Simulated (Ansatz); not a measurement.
C₂H₃BCl₂, SMILES `C=CB(Cl)Cl`, relaxed with RKS PBE-D4/def2-SVP in Ansatz from a rough embedded geometry. The force threshold is 0.03 eV/Å; the program also tests the step.

Charge 0, multiplicity 1.

Start:

```xyz
8

C     0.635   -0.186   -1.151
C    -0.440   -0.065   -0.388
B    -0.382    0.174    1.182
Cl   -1.906    0.497    2.067
Cl    1.232    0.285    2.088
H     0.575   -0.433   -2.203
H     1.664   -0.201   -0.716
H    -1.379   -0.071   -0.880
```

```tsv
step	energy (eV)	largest force (eV/Å)	largest move (Å)
1	-27822.2351	2.442	0.000
2	-27822.2431	1.452	0.164
3	-27822.3995	0.851	0.122
4	-27822.4202	0.765	0.041
5	-27822.4500	0.300	0.040
6	-27822.4571	0.029	0.024
```

End:

```xyz
8

C     0.662   -0.233   -1.134
C    -0.435   -0.038   -0.367
B    -0.375    0.220    1.159
Cl   -1.862    0.459    2.078
Cl    1.165    0.284    2.026
H     0.598   -0.415   -2.220
H     1.672   -0.214   -0.689
H    -1.425   -0.063   -0.853
```

Run time 6 s (4 threads of an Arm Neoverse V1 on a shared host); peak host memory 0.13 GiB.
